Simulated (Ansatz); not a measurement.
One change: `C[CH2][AlH][O][SiH3]` becomes `C[CH2][AlH][CH2]C`.

Ansatz, PBE0-D4/def2-TZVP geometries, multiplicity 1. Each molecule was computed in one conformer, which needn't be the lowest.

```tsv
property	`C[CH2][AlH][O][SiH3]`
HOMO energy (PBE/def2-TZVPP) / eV	-6.28
LUMO energy (B3LYP/def2-TZVPP) / eV	-0.91
HOMO–LUMO gap (PBE0/def2-TZVPP) / eV	6.86
HOMO energy (ωB97M-V/def2-TZVPP) / eV	-9.75
HOMO–LUMO gap (B3LYP/def2-TZVPP) / eV	6.44
HOMO energy (PBE0/def2-TZVPP) / eV	-7.54
```

Give the same properties after the change, and the shifts. (An estimate is asked.)

Computed: 
| property | `C[CH2][AlH][CH2]C` | shift |
| --- | --- | --- |
| HOMO energy (PBE/def2-TZVPP) / eV | -5.86 | 0.42 |
| LUMO energy (B3LYP/def2-TZVPP) / eV | -1.05 | -0.14 |
| HOMO–LUMO gap (PBE0/def2-TZVPP) / eV | 6.26 | -0.60 |
| HOMO energy (ωB97M-V/def2-TZVPP) / eV | -9.30 | 0.45 |
| HOMO–LUMO gap (B3LYP/def2-TZVPP) / eV | 5.83 | -0.61 |
| HOMO energy (PBE0/def2-TZVPP) / eV | -7.08 | 0.46 |

With PBE0 the HOMO rises by 0.46 eV and the LUMO falls by 0.14 eV, so the gap narrows by about 0.60 eV. PBE moves the HOMO by 0.42 eV and ωB97M-V by 0.45 eV.

B3LYP here is the variant with VWN-RPA as its local correlation; programs differ in this.
